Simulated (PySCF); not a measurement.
# Orbital picture of PbF⁺

HSE06 at R = 2.015 Å; Pb def2-SVPD with ECP60, F def2-SVPD; scalar-relativistic core potentials (PySCF 2.14). State: ¹Σ⁺ (singlet), closed shell. Only the outer orbitals are listed, counted within each symmetry, core potentials removing the inner ones.

```tsv
orbital	occ.	ε (eV)	on Pb (%)	main shells (%)
6σ	2	-20.73	81	81 Pb s, 17 F p
3π	2	-16.02	3	96 F p
3π	2	-16.02	3	96 F p
7σ	2	-15.82	33	67 F p, 17 Pb s, 14 Pb p
4π	0	-9.57	99	98 Pb p
4π	0	-9.57	99	98 Pb p
8σ	0	-7.00	108	101 Pb p
```

Q: Which are the highest filled and the lowest empty level, where do they sit, and how wide is the gap?

A: Highest filled 7σ at -15.82 eV (in %: 67 F p, 17 Pb s, 14 Pb p); lowest empty 4π at -9.57 eV (in %: 98 Pb p); the gap at HSE06 is 6.25 eV.

The bond order (Mayer) is 0.63 and the ⟨S²⟩ is 0.000. The charge on Pb (Mulliken, basis-dependent) is 1.58 and the charge on Pb (Löwdin, basis-dependent) is 1.69. The dipole moment (positive dipole points towards F; it is taken about the centre of mass and depends on that origin) is -3.90 D.

Shares are Mulliken populations and can fall outside 0 to 100 %.

Spin–orbit coupling is left out, which matters for elements this heavy, above all for dissociation energies.
